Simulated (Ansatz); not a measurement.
**SiF3 (trifluorosilyl): the energy to break a bond**

The species is SiF3 (4 atoms), meant as a doublet with charge 0. SMILES: `F[Si](F)F`. Geometry: optimised at B3LYP/def2-SVP.

| atom | x (Å) | y (Å) | z (Å) |
| --- | --- | --- | --- |
| F | 0.8007 | -0.5175 | 1.1733 |
| Si | -0.2905 | 0.2190 | 0.2408 |
| F | -1.0126 | -0.9100 | -0.6574 |
| F | 0.5024 | 1.2086 | -0.7567 |

Wanted: the dissociation energy of the F3–Si2 bond into doublet F and singlet SiF2 (shapes relaxed at B3LYP/def2-SVP, no zero-point term). 1 Eh = 2625.50 kJ/mol = 27.2114 eV. Totals in Eh; open shells run unrestricted unless said.

| level | program | SiF3 | doublet F | singlet SiF2 |
| --- | --- | --- | --- | --- |
| U-r2SCAN/def2-TZVPP | Ansatz | -589.171027 | -99.727635 | -489.262758 |
| RPA@PBE/def2-TZVPP, 8 core orbitals frozen | Ansatz | -588.764564 | -99.736200 | -488.879736 |
| UMP2/def2-TZVPP, 8 core orbitals frozen | Ansatz | -588.399725 | -99.609588 | -488.607481 |

Q: Work out the dissociation energy at each level.

A: 
1. U-r2SCAN/def2-TZVPP: (-99.727635) + (-489.262758) − (-589.171027) = 0.180634 Eh = 474.3 kJ/mol = 4.92 eV.
2. RPA@PBE/def2-TZVPP: (-99.736200) + (-488.879736) − (-588.764564) = 0.148628 Eh = 390.2 kJ/mol = 4.04 eV.
3. UMP2/def2-TZVPP: (-99.609588) + (-488.607481) − (-588.399725) = 0.182656 Eh = 479.6 kJ/mol = 4.97 eV.

The levels span 390 to 480 kJ/mol; no measured value is set beside them. A fragment with an even electron count was run as a singlet and may have a lower triplet. A bond enthalpy at 298 K also holds the loss of zero-point energy and thermal terms.
